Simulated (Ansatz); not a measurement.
Geometry optimisation, RKS PBE0/def2-SVP (Ansatz).

The input (input.yaml):

```yaml
crystal:
  periodic: [false, false, false]
  atoms:
    - { symbol: "N", position_ang: [0.0941, 0.7361, -0.8234] }
    - { symbol: C, position_ang: [-0.3706, -0.2255, -0.155] }
    - { symbol: O, position_ang: [0.2355, -0.5938, 0.9527] }
    - { symbol: Br, position_ang: [-1.8105, -1.1787, -0.7351] }
    - { symbol: H, position_ang: [0.8696, 1.2059, -0.4366] }
    - { symbol: H, position_ang: [-0.21532, -1.38495, 1.37152] }
basis:
  gaussian: { orbitals: def2-SVP }
hamiltonian:
  xc: pbe0
relax:
  f_tol: 0.015
  max_steps: 40
```

Launched with:

```bash
$ ansatz run input.yaml --threads 1 --pin off --max-ram 2048MiB --backend cpu --events-out ev --progress --plain --runs-dir out
```

Q: Where does it end, and by what steps?

A: The run converged. After 6 steps the energy has fallen by 0.267 eV; C2 moved furthest, 0.07 Å.

```
step  energy less start (eV)  largest force component (eV/Å)  accepted
   0                  0.0000                           2.522       yes
   1                 -0.1875                           1.784       yes
   2                 -0.2472                           0.838       yes
   3                 -0.2614                           0.437       yes
   4                 -0.2662                           0.236       yes
   5                 -0.2671                           0.021       yes
   6                 -0.2671                           0.006       yes
```

```xyz
6
Properties=species:S:1:pos:R:3
N 0.075 0.767 -0.854
C -0.306 -0.191 -0.154
O 0.231 -0.624 0.990
Br -1.828 -1.228 -0.693
H 0.894 1.219 -0.438
H -0.262 -1.384 1.323
```

Time of the run: 20 s on 1 thread of Intel(R) Xeon(R) Platinum 8488C (Sapphire Rapids), with other jobs on the host, peak memory 0.19 GiB.
